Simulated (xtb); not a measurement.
Sc, doublet (GFN-xTB shapes and energies of metal compounds can be far from the true ones).

The xtb input:
```
$ xtb mol.xyz --gfn 2 --uhf 1 --gbsa acetonitrile --json

# file mol.xyz
1

Sc     0.00000000     0.00000000     0.00000000
```

**Question.** What does this run give for the total energy, dipole moment?

**Answer.** 
| Item | Value |
|---|---|
| total energy | -0.8820 Eh |
| dipole moment | 0.00 D |
